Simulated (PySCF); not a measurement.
**Excited states of Ga⁺ (gallium, charge +1)**

Ground state [Ar] 3d10 4s2, ¹S. Calculation: PySCF 2.14, in aug-cc-pwCVTZ-PP with one added diffuse shell each of s, d, f type with ECP10MDF (9s7p7d5f1g, 109 functions); a scalar-relativistic core potential. Vertical excitation energies in eV without spin-orbit coupling; excited terms of each kind are numbered among those the solver found. Frozen: nothing.

```tsv
term	leading excitation	EOM-EE-CCSD	measured centre of gravity (NIST)
1 3P°	4s → p	5.894	5.986 (4s4p)
1 1P°	4s → p	8.789	8.766 (4s4p)
1 3S	4s → s	12.636	12.763 (4s5s)
1 1S	4s → s	13.135	13.224 (4s5s)
1 1D	4s → d	13.601	n/a
1 3D	4s → d	14.013	14.116 (4s4d)
2 3P°	4s → p	14.653	n/a
2 1P°	4s → p	14.918	n/a
2 3S	4s → s	16.410	n/a
2 1S	4s → s	16.553	n/a
2 3D	4s → d	16.934	n/a
1 3F°	4s → f	17.072	n/a
1 1F°	4s → f	17.077	n/a
2 1D	4s → d	17.408	n/a
```

Doubly excited terms such as np² are absent. The solver can miss terms. Rydberg members are limited by the diffuse functions of the basis.
